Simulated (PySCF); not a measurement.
Ionising CsBi

ROHF; Cs def2-SVPD with ECP46, Bi def2-SVPD with ECP60; scalar-relativistic core potentials (PySCF 2.14). Neutral (ROHF): triplet (π ↑↑), Re = 3.837 Å, ωe = 77.3 cm⁻¹, De = 0.09 eV, HOMO -4.37 eV, LUMO -0.31 eV.

CsBi⁺ (UHF): quartet (σ ↑, π ↑↑), Re = 4.595 Å, ωe = 24.1 cm⁻¹. The energies at the minima are -233.44606 hartree for CsBi and -233.32165 for CsBi⁺.

Q: Work out the adiabatic ionisation energy, without and with harmonic zero-point energies (1 hartree = 27.2114 eV, 1 eV = 8065.5 cm⁻¹), and the change of the bond length.

A: At HF: 0.12441 hartree = 3.385 eV between the minima; the zero-point term (24.1 − 77.3)/2 cm⁻¹ = -0.003 eV makes it 3.382 eV. Re changes by +75.8 pm against the neutral. The electron leaves a σ orbital, and the ion is left as a loose complex of an ion and an atom.

UHF and ROHF references stand side by side, which adds small steps between rows. These are scalar-relativistic numbers at best; spin–orbit coupling would shift them, the dissociation energy most. Hartree–Fock leaves out correlation, which carries a large part of most bond energies and some tenths to 1 eV of ionisation energies. States were picked by a PBE0 search and need not be the measured ground states.

Neutral and ion stand on different kinds of reference determinant, which adds to the error of the difference.
